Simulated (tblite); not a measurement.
C₃H₁₁NOSi₃.
Atom-mapped SMILES: `[N:1]#[C:2][Si@H:3]([SiH3:4])[O:5][CH2:6][CH2:7][SiH3:8]` (hydrogens: H9 on Si3; H10, H11, H12 on Si4; H13, H14 on C6; H15, H16 on C7; H17, H18, H19 on Si8)

A start from a force field or distance geometry was refined with tblite 0.8.0, GFN2-xTB geometry optimisation, gas phase. Values at the start:

| coordinate | start |
| --- | --- |
| N1≡C2 | 1.155 Å |
| C2–Si3 | 1.886 Å |
| Si3–Si4 | 2.304 Å |
| Si3–O5 | 1.681 Å |
| Si3–H9 | 1.489 Å |
| Si4–H10 | 1.474 Å |
| O5–C6 | 1.429 Å |
| C6–C7 | 1.522 Å |
| C6–H13 | 1.111 Å |
| C6–H14 | 1.098 Å |
| C7–Si8 | 1.855 Å |
| C7–H15 | 1.092 Å |
| C7–H16 | 1.081 Å |
| Si8–H17 | 1.489 Å |
| N1–C2–Si3 | 179.0° |
| C2–Si3–Si4 | 105.8° |
| C2–Si3–O5 | 113.7° |
| Si3–O5–C6 | 119.3° |
| Si4–Si3–O5 | 110.6° |
| O5–C6–C7 | 107.9° |
| C6–C7–Si8 | 114.7° |
| C2–Si3–O5–C6 | -62° |
| Si3–O5–C6–C7 | -179° |

How do these coordinates change at the GFN2-xTB level?

| coordinate | GFN2-xTB (Å or °) | change |
| --- | --- | --- |
| Si3–O5 | 1.617 | -0.064 |
| C7–Si8 | 1.901 | +0.046 |
| Si8–H17 | 1.463 | -0.026 |
| O5–C6 | 1.404 | -0.025 |
| C6–H13 | 1.096 | -0.015 |
| Si3–H9 | 1.475 | -0.014 |
| C7–H16 | 1.091 | +0.010 |
| Si4–H10 | 1.466 | -0.008 |
| N1≡C2 | 1.147 | -0.008 |
| C6–C7 | 1.515 | -0.007 |
| Si3–Si4 | 2.297 | -0.007 |
| C2–Si3 | 1.881 | -0.005 |
| C6–H14 | 1.096 | -0.002 |
| C7–H15 | 1.091 | -0.001 |
| Si3–O5–C6 | 130.8 | +11.5 |
| Si4–Si3–O5 | 102.2 | -8.4 |
| C2–Si3–Si4 | 112.9 | +7.1 |
| C2–Si3–O5 | 109.0 | -4.7 |
| C6–C7–Si8 | 112.7 | -2.0 |
| O5–C6–C7 | 109.7 | +1.8 |
| N1–C2–Si3 | 177.7 | -1.3 |
| C2–Si3–O5–C6 | -55 | +7 |
| Si3–O5–C6–C7 | 177 | -4 |

The energy falls by 28.1 kJ/mol over 98 L-BFGS steps, the largest force on an atom goes from 1.72 to 0.009 eV/Å, and the atoms move by 0.266 Å rms after alignment. The bond that changes most is Si3–O5 (oxygen-bound silicon to silyl ether oxygen), which shortens by 0.064 Å. Bonds longer at the end by more than 0.005 Å: 2 of 18; shorter: 14. Rotational constants go from 2001, 443.5, 377.9 to 1804, 473.0, 395.7 MHz.

Time: 0.94 s. Hardware: one thread of an Arm Neoverse V1, no GPU, on a shared host.

Its GFN2-xTB frequencies are all real (lowest 17 cm⁻¹). The numbers are those of one conformer. 3 starts were optimised and ended at 0.00, 0.05 and 1.21 kcal/mol (GFN2-xTB); the lowest of these is shown.

Shape of the structure used: `[N:1]#[C:2][Si@H:3]([SiH3:4])[O:5][CH2:6][CH2:7][SiH3:8]`: C2–Si3–O5–C6 -55°, Si3–O5–C6–C7 177°, O5–C6–C7–Si8 179°.

All values are computed, not measured.
